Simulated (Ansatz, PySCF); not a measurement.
C3H8O2Si, SMILES OC[SiH]1COC1. Atoms are numbered in the order given.

```xyz
14

O      2.6510    -0.0235     0.5421
C      1.7505     0.0912    -0.5610
Si     0.0098     0.4524     0.1018
C     -1.0803    -0.9353     0.8117
O     -2.1977    -0.4515     0.0279
C     -1.5789     0.4091    -0.9551
H      2.7064     0.8457     0.9618
H      2.0897     0.8382    -1.3097
H      1.7621    -0.8817    -1.0809
H      0.1378     1.6517     0.9927
H     -0.7892    -1.9641     0.5153
H     -1.3385    -0.9514     1.8838
H     -2.1766     1.3252    -1.1005
H     -1.4867    -0.0960    -1.9390
```
Charge 0, spin multiplicity 1.

Coordinates come from a r2SCAN-D4/def2-SVP optimisation. The structure was generated by enumeration, and PubChem lists no compound with its InChIKey, so it may never have been made. The values are those of a single conformer.

Two levels are set side by side: PBE-D3(BJ)/def2-SVP (Ansatz, a quantum-chemistry and plane-wave program) and r2SCAN-D4/def2-SVP (Ansatz). Each level has its own optimised geometry; the coordinates shown are those of the second. Frequencies come from the Hessian of PySCF at each geometry. Differences are taken from unrounded values.

```csv
quantity,r2SCAN-D4
mean bond length (Å),1.367
bond O1–C2 (Å),1.429
bond C2–Si3 (Å),1.897
bond Si3–C4 (Å),1.902
bond Si3–C6 (Å),1.909
bond C4–O5 (Å),1.448
bond O5–C6 (Å),1.446
bond O1–H7 (Å),0.967
bond C2–H8 (Å),1.111
bond C2–H9 (Å),1.103
bond Si3–H10 (Å),1.500
bond C4–H11 (Å),1.110
bond C4–H12 (Å),1.103
bond C6–H13 (Å),1.104
bond C6–H14 (Å),1.110
highest harmonic wavenumber (cm⁻¹),3812
mean harmonic wavenumber (cm⁻¹),1322
zero-point energy (kcal/mol),68.02
```

Problem. What does PBE-D3(BJ) give, and how far is it from r2SCAN-D4? (Estimate from the structure and the level; the computed values follow.)

Solution. 
```csv
quantity,PBE-D3(BJ),PBE-D3(BJ) minus r2SCAN-D4
mean bond length (Å),1.375,0.008
bond O1–C2 (Å),1.431,0.003
bond C2–Si3 (Å),1.907,0.009
bond Si3–C4 (Å),1.911,0.009
bond Si3–C6 (Å),1.919,0.010
bond C4–O5 (Å),1.452,0.004
bond O5–C6 (Å),1.449,0.004
bond O1–H7 (Å),0.975,0.009
bond C2–H8 (Å),1.119,0.008
bond C2–H9 (Å),1.111,0.008
bond Si3–H10 (Å),1.513,0.013
bond C4–H11 (Å),1.111,0.002
bond C4–H12 (Å),1.117,0.014
bond C6–H13 (Å),1.118,0.014
bond C6–H14 (Å),1.111,0.002
highest harmonic wavenumber (cm⁻¹),3695,-118
mean harmonic wavenumber (cm⁻¹),1287,-35
zero-point energy (kcal/mol),66.22,-1.80
```
